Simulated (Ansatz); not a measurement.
Relaxation of C2H7NSSi (12 atoms, charge 0, multiplicity 1), to a largest force component of 0.015 eV/Å in at most 40 steps.

These are results of RKS PBE-D4/def2-SVP in Ansatz 0.2.0, not measurements.

```xyz
12
Properties=species:S:1:pos:R:3
C -1.846 1.270 0.170
N -1.231 0.490 -0.571
C 0.160 0.835 -0.708
S 0.699 1.759 -2.255
Si -0.324 3.641 -1.951
H -2.972 1.169 0.316
H -1.426 2.199 0.659
H 0.522 1.461 0.135
H 0.821 -0.060 -0.714
H 0.141 4.553 -3.058
H -1.810 3.477 -2.087
H 0.083 4.180 -0.665
```

Task: Where does it end, and by what steps?

Result: The run converged. After 11 steps the energy has fallen by 0.255 eV; H7 moved furthest, 0.48 Å.

| step | energy less start (eV) | largest force component (eV/Å) | accepted |
| --- | --- | --- | --- |
| 0 | 0.0000 | 3.105 | yes |
| 1 | -0.1178 | 2.126 | yes |
| 2 | -0.2154 | 0.755 | yes |
| 3 | -0.2458 | 0.295 | yes |
| 4 | -0.2522 | 0.121 | yes |
| 5 | -0.2535 | 0.090 | yes |
| 6 | -0.2527 | 0.138 | no |
| 7 | -0.2541 | 0.023 | yes |
| 8 | -0.2543 | 0.036 | yes |
| 9 | -0.2544 | 0.026 | yes |
| 10 | -0.2545 | 0.020 | yes |
| 11 | -0.2546 | 0.013 | yes |

```xyz
12
Properties=species:S:1:pos:R:3
C -1.900 1.246 0.252
N -1.229 0.680 -0.676
C 0.191 0.921 -0.706
S 0.707 1.743 -2.283
Si -0.298 3.637 -2.048
H -2.997 1.094 0.298
H -1.443 1.898 1.039
H 0.575 1.521 0.157
H 0.727 -0.050 -0.732
H 0.247 4.497 -3.152
H -1.795 3.546 -2.172
H 0.029 4.242 -0.706
```

Whether the end is a true minimum wasn't checked by a vibrational analysis.

The run took 52 s on 2 threads of Arm Neoverse N1 (shared host), peak memory 0.16 GiB.
